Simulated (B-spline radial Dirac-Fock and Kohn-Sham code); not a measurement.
# Magnetic form factor of the 4f shell of W²²⁺

System: the W²²⁺ ion, configuration [Kr] 4d10 4f6.

Level of theory: relativistic Hartree-Fock (Dirac-Fock) wave functions, averaged over the configuration; a radial atomic solver. ⟨j_K⟩ is the integral of the 4f radial density with the spherical Bessel function j_K(4πsr), s = sin θ/λ.

| s (Å⁻¹) | ⟨j0⟩ | ⟨j2⟩ | ⟨j4⟩ | ⟨j6⟩ |
| --- | --- | --- | --- | --- |
| 0 | 1.0000 | 0.0000 | 0.0000 | 0.0000 |
| 0.06 | 0.9931 | 0.0028 | 0.0000 | 0.0000 |
| 0.07 | 0.9906 | 0.0037 | 0.0000 | 0.0000 |
| 0.09 | 0.9845 | 0.0062 | 0.0000 | 0.0000 |
| 0.12 | 0.9727 | 0.0109 | 0.0000 | 0.0000 |
| 0.15 | 0.9576 | 0.0168 | 0.0001 | 0.0000 |
| 0.18 | 0.9396 | 0.0239 | 0.0002 | 0.0000 |
| 0.23 | 0.9032 | 0.0379 | 0.0006 | 0.0000 |
| 0.29 | 0.8506 | 0.0577 | 0.0015 | 0.0000 |
| 0.36 | 0.7794 | 0.0835 | 0.0034 | 0.0001 |
| 0.45 | 0.6774 | 0.1184 | 0.0075 | 0.0003 |
| 0.57 | 0.5348 | 0.1619 | 0.0165 | 0.0011 |
| 0.71 | 0.3765 | 0.2004 | 0.0320 | 0.0033 |
| 0.89 | 0.2087 | 0.2231 | 0.0566 | 0.0090 |
| 1.12 | 0.0675 | 0.2120 | 0.0869 | 0.0213 |
| 1.41 | -0.0140 | 0.1624 | 0.1094 | 0.0410 |

Radial moments of the shell: ⟨r²⟩ = 0.2612, ⟨r⁴⟩ = 0.1155, ⟨r⁶⟩ = 0.07808 in powers of bohr.

Values without a named source are computed, but for edge energies of neutral atoms, which are taken from tables.
